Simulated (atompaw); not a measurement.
## An all-electron radial function and its pseudo partner (Gd)

Columns: radius, all-electron u(r) and pseudo u(r) of the 5p shell (level -28.56 eV) of gadolinium in the configuration [Kr] 4d10 4f7 5s2 5p6 5d1 6s1 6p1; PBE, scalar-relativistic, PAW (atompaw) scheme, atompaw 4.2.0.5.

```tsv
r (bohr)	all-electron	pseudo
0.100	0.0360	0.0140
0.200	0.2921	0.0552
0.300	-0.0988	0.1209
0.400	-0.4239	0.2070
0.500	-0.4562	0.3083
0.600	-0.2739	0.4184
0.700	-0.0015	0.5307
0.800	0.2749	0.6384
0.900	0.5113	0.7356
1.000	0.6921	0.8168
1.100	0.8167	0.8782
1.200	0.8914	0.9175
1.300	0.9251	0.9340
1.400	0.9268	0.9290
1.500	0.9048	0.9051
1.600	0.8662	0.8663
1.700	0.8167	0.8167
1.800	0.7607	0.7607
1.900	0.7016	0.7016
2.000	0.6420	0.6420
2.100	0.5837	0.5837
2.200	0.5277	0.5277
2.300	0.4749	0.4749
2.400	0.4257	0.4257
2.500	0.3804	0.3804
2.600	0.3389	0.3389
```

Problem. How many radial nodes do the two functions have?

Solution. The all-electron 5p function has n − l − 1 = 3 (the table is too coarse to show those close to the nucleus); the pseudo-wave has 0, since the states of the same l below it are removed with the core.

Problem. At about which radius was the pseudo-wave matched?

Solution. 1.70 bohr. The columns agree to 0.0005 from 1.50 bohr on; several derivatives are matched, so the curves merge somewhat inside the radius.

Problem. Is the pseudo-wave norm-conserving?

Solution. No, it belongs to a PAW set: the norm inside the radius is not constrained, and the difference is carried by the augmentation charge.
